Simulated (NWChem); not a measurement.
Isomers of Si2H5O2F, each optimised at PBE0/def2-SVP with NWChem, gas phase unless a solvent is named. Flexible species stand in one conformer each, which need not be the lowest. 

A: O[Si](O)(F)[SiH3]
B: O[SiH2]O[SiH2]F
C: O[SiH2][Si@@H](O)F
D: F[SiH2][SiH](O)O

Task: Rank them by dipole (D), PBE0/def2-SVP, lowest first.

Result: B (1.05), A (1.52), C (1.68), D (3.30)
